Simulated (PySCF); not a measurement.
Calculation: PBE-D3(BJ)/def2-TZVP // B3LYP-D3(BJ)/def2-SVP in PySCF. Isolated molecules, 0 K electronic values unless said otherwise. One relaxed conformer stands for a flexible species; it need not be the lowest. Delta-SCF ions had no search for a lower state. Excitations are Tamm–Dancoff values on a coarser integration grid. The basis has no diffuse functions, so Rydberg states are missing or too high.

Reference species (SMILES): `B[C@@H]1CCCC[C@H]1B` (neutral, multiplicity 1).

```
Quantity                                  Value
--------------------------------------  -------
T1 excitation (TDA)                     4.03 eV
vertical ionisation energy (Delta-SCF)  9.29 eV
```

Changed species: `B[C@H]1CC[C@@H](B)CC1`.

Predict the effect on the T1 excitation (TDA) and vertical ionisation energy (Delta-SCF).

the T1 excitation (TDA) rises by 0.20 eV, to 4.23 eV; the vertical ionisation energy (Delta-SCF) is nearly the same.
